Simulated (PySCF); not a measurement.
**Electronic absorption of Cd(CN)2**

Cd(CN)2, C2CdN2 (singlet state).
SMILES: `N#[C][Cd][C]#N`

Level of theory: TDDFT CAM-B3LYP/def2-SVPD, vertical, gas phase, core orbitals frozen in the response, def2 core potentials past Kr (PySCF 2.14.0, density-fitted response routines). Isolated species at its PBE0-D3(BJ)/def2-SVP geometry, gas phase. Spin–orbit coupling is left out.

Problem. What does the calculation give for the low-lying excited states?

Solution. 

| state | E (eV) | E (hartree) | f | symmetry | main configurations (H = HOMO, L = LUMO) |
| --- | --- | --- | --- | --- | --- |
| S1 | 6.39 | 0.2347 | 0.0000 | – | H-1/H→L/L+1 (≥82%) |
| S2 | 6.55 | 0.2406 | 0.0000 | – | H-3/H-2→L/L+1 (≥78%), H-1/H→L+4 (≥8%) |
| S3 | 6.57 | 0.2414 | 0.0000 | – | H-1/H→L/L+1 (≥70%) |
| S4 | 6.57 | 0.2414 | 0.0000 | – | H-1/H→L/L+1 (≥70%) |
| S5 | 6.77 | 0.2487 | 0.0000 | – | H-3/H-2→L/L+1 (≥75%) |
| S6 | 6.77 | 0.2487 | 0.0000 | – | H-3/H-2→L/L+1 (≥75%) |
| S7 | 7.12 | 0.2616 | 0.0000 | – | H-4→L/L+1 (≥89%) |
| S8 | 7.12 | 0.2616 | 0.0000 | – | H-4→L/L+1 (≥89%) |
| S9 | 7.58 | 0.2784 | 0.011 | Πu | H-5→L/L+1 (≥86%), H-4→L+3 (10%) |
| S10 | 7.58 | 0.2784 | 0.011 | Πu | H-5→L/L+1 (≥86%), H-4→L+4 (10%) |

Triplets (Tamm–Dancoff): T1 5.50 eV, H-1/H→L/L+1 (≥61%), H-3/H-2→L+4 (≥13%); T2 5.60 eV, H-3/H-2→L/L+1 (≥57%), H-1/H→L+4 (≥15%); T3 5.91 eV, H-1/H→L/L+1 (≥54%); T4 5.91 eV, H-1/H→L/L+1 (≥54%).

The lowest singlet lies at 6.39 eV (194 nm, vacuum ultraviolet) and is dark (f under 0.0005); its leading configuration is HOMO-1/HOMO→LUMO/LUMO+1 (≥82%). The most intense listed level is S9/S10 at 7.58 eV (164 nm, f = 0.022 summed), 1.19 eV above S1. It is the last of those listed, so stronger ones may follow. S3/S4, S5/S6, S7/S8 and S9/S10 lie within about 0.01 eV of each other in each set; the point group D∞h has degenerate representations, and within a degenerate level the listed configurations can mix freely. For S1 the Löwdin share of cadmium is at most 3% in HOMO-1 and 64% in LUMO (ligand-to-metal charge transfer by this measure). Weighted by f, the mean energy of these states is 7.58 eV. The listed states span 1.19 eV, and the widest gap between neighbours is 0.46 eV (S8 to S9). Orbital energies (eV): HOMO-3 -11.68, HOMO-2 -11.68, HOMO-1 -11.45, HOMO -11.45, LUMO -1.43, LUMO+1 -1.43, LUMO+2 -0.25. The vertical ionisation energy (ΔSCF) is 12.52 eV, 4.95 eV above S10. Symmetry labels in D∞h follow from the direction of the transition dipole and are given only for states with f of 0.002 or more. Orbitals of the list HOMO-3 to LUMO+2 that lie within 0.01 eV of each other are written together with a slash and their weights summed (≥ marks a lower bound); for degenerate orbitals outside that list single weights are arbitrary. The window holds the lowest 10 singlets.
